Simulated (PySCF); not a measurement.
B(H)(Cl)(Et) (C2H6BCl), SMILES CCBCl. Atoms are numbered in the order given.

```xyz
10

B     -0.5021     0.2542    -0.0416
H     -1.5444     0.5933    -0.5434
Cl     0.1533     1.3410     1.1833
C      0.2095    -1.0891    -0.3910
C     -0.0768    -1.6522    -1.7893
H     -0.1812    -1.7921     0.3784
H      1.2922    -1.0326    -0.1858
H      0.3285    -0.9947    -2.5754
H     -1.1595    -1.7461    -1.9704
H      0.3731    -2.6477    -1.9301
```

Geometry: B3LYP-D3(BJ)/def2-SVP. One conformer was computed; it need not be the lowest.

Level of theory: KT2/pcSseg-1 (PySCF).

GIAO shieldings, no solvent; atoms listed in one row are averaged. δ = σ(ref) − σ: ¹¹B against BF3 (σ = 89.8 ppm); ¹H against TMS (σ = 31.47 ppm); ³⁵Cl against HCl (σ = 945.4 ppm); ¹³C against TMS (σ = 185.1 ppm), references at their B3LYP-D3(BJ)/def2-TZVP geometries, non-relativistic (without spin–orbit terms, shifts of atoms bonded to Cl or Br come out too high).

| nucleus | atoms | count | δ (ppm) |
|---|---|---|---|
| ¹¹B | B1 | 1 | 63.3 |
| ¹H | H2 | 1 | 7.17 |
| ¹H | H7 | 1 | 1.95 |
| ¹H | H8, H9, H10 | 3 | 1.53 |
| ¹H | H6 | 1 | 1.41 |
| ³⁵Cl | Cl3 | 1 | 314.6 |
| ¹³C | C4 | 1 | 31.7 |
| ¹³C | C5 | 1 | 13.3 |
